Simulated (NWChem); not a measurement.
Species: BeSiH4O; SMILES [OH][Be][SiH3]

```xyz
7

Be     0.6558     0.0441    -0.4567
O      1.7793     0.0694    -1.2787
H      2.5408     0.0873    -1.8431
Si    -1.0911     0.0039     0.8220
H     -1.9282    -1.2222     0.6033
H     -1.9911     1.1823     0.5917
H     -0.7299     0.0205     2.2784
```
Atoms are numbered in this order, from 1.

Level: PBE0/def2-SVP (NWChem), optimised geometry, unscaled harmonic frequencies. 

```
frequency (cm⁻¹)  IR intensity (km/mol)
----------------  ---------------------
133                               143.3
133                               143.5
210                                44.9
210                                44.8
408                                 0.1
502                                 0.0
502                                 0.0
872                               164.0
939                                38.1
939                                38.1
1415                              188.5
2199                               48.8
2202                              105.3
2202                              105.3
4160                              363.4
```

```
Property                                                                           Result
-----------------------------------------------------------------------  ----------------
zero-point energy                                                           24.3 kcal/mol
thermal correction to the enthalpy at 298.15 K (with zero-point energy)     28.8 kcal/mol
heat capacity Cv                                                         18.9 cal/(mol K)
entropy at 298.15 K and 1 atm (symmetry number 3)                        71.8 cal/(mol K)
dipole moment                                                                      2.47 D
```

Rigid rotor and harmonic oscillator.
